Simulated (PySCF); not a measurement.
B2F4, SMILES FB(F)B(F)F (connectivity only; charge and spin as stated), charge -1, multiplicity 2. Geometry optimised at PBE-D3(BJ)/def2-SVPD. The multiplicity is an assumed one; other spin states were not compared. One conformer was computed; it need not be the lowest.

All values below come from PBE-D3(BJ)/def2-SVPD (PySCF).

Harmonic wavenumbers (cm⁻¹): 112, 137, 310, 324, 379, 403, 462, 603, 957, 1062, 1064, 1348. Rotational constants (GHz): 5.011, 2.368, 1.608; symmetry number 4.

Task: Work out the zero-point energy and the ideal-gas rigid-rotor harmonic-oscillator thermochemistry at 298.15 K and 1 atm.

Result: ZPE = ½ Σ hcν = ½ × 7161 cm⁻¹ = 42.83 kJ/mol. H − E(el) = 61.51 kJ/mol. Entropy in J/(mol K): translation 165.88, rotation 102.38, vibration 51.12, spin 5.76, total 325.14. G − E(el) = -35.43 kJ/mol. Cp = 90.40 J/(mol K). Modes under 150 cm⁻¹ make the vibrational entropy uncertain.
